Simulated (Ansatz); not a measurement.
The cluster Ag4. Charge 0, multiplicity 5. Geometry PBE-D4/def2-SVP.

Cartesian coordinates in Å:
```
Ag 1.149 0.015 -1.404
Ag -1.700 0.169 -0.606
Ag 0.388 1.382 1.111
Ag 0.162 -1.565 0.900
```

In the def2 sets Ag takes a core potential, while STO-3G treats all electrons; there is no spin–orbit coupling. B3LYP takes the VWN-RPA correlation. At HF/STO-3G the charge 0 quintet is spin-contaminated (final ⟨S²⟩ up to 6.53, 6.00 for a pure state). At PBE0-D4/def2-TZVP a singlet of charge 0 lies 3.45 eV below the quintet, each at its own geometry. The structure comes from a short search, and lower isomers may exist.

**Question.** Estimate the α-spin orbital energies around the gap (eV) in Ansatz with HF/STO-3G, r2SCAN-D4/def2-TZVP, r2SCANh-D4/def2-TZVP, B3LYP-D4/def2-TZVP, ωB97X-V/def2-TZVP.

**Answer.** 
| orbital | HF/STO-3G | r2SCAN-D4/def2-TZVP | r2SCANh-D4/def2-TZVP | B3LYP-D4/def2-TZVP | ωB97X-V/def2-TZVP |
| --- | --- | --- | --- | --- | --- |
| HOMO−13 | -11.18 | -8.13 | -8.80 | -9.30 | -12.06 |
| HOMO−12 | -11.04 | -8.13 | -8.80 | -9.30 | -12.06 |
| HOMO−11 | -10.80 | -8.13 | -8.79 | -9.28 | -12.04 |
| HOMO−10 | -10.79 | -8.13 | -8.78 | -9.28 | -12.04 |
| HOMO−9 | -10.63 | -8.12 | -8.78 | -9.27 | -12.01 |
| HOMO−8 | -10.62 | -8.12 | -8.78 | -9.27 | -12.01 |
| HOMO−7 | -10.55 | -8.12 | -8.78 | -9.27 | -12.01 |
| HOMO−6 | -10.44 | -7.81 | -8.46 | -8.95 | -11.66 |
| HOMO−5 | -10.43 | -7.81 | -8.46 | -8.95 | -11.66 |
| HOMO−4 | -10.38 | -7.80 | -8.45 | -8.94 | -11.66 |
| HOMO−3 | -9.00 | -7.72 | -8.15 | -8.31 | -10.96 |
| HOMO−2 | -4.17 | -4.60 | -4.78 | -4.81 | -6.27 |
| HOMO−1 | -4.08 | -4.59 | -4.78 | -4.80 | -6.27 |
| HOMO | -3.83 | -4.59 | -4.77 | -4.80 | -6.26 |
| LUMO | 3.51 | -1.80 | -1.60 | -1.42 | 0.12 |
| LUMO+1 | 3.56 | -1.42 | -1.21 | -1.01 | 0.64 |
| LUMO+2 | 4.11 | -1.42 | -1.21 | -1.01 | 0.64 |
| LUMO+3 | 4.32 | -1.42 | -1.21 | -1.00 | 0.64 |
| LUMO+4 | 4.41 | -0.99 | -0.80 | -0.64 | 0.97 |
| LUMO+5 | 4.58 | -0.98 | -0.79 | -0.64 | 0.98 |
| β HOMO | -3.74 | -7.59 | -8.25 | -8.75 | -11.47 |
| β LUMO | 3.50 | -6.48 | -6.11 | -6.10 | -3.67 |
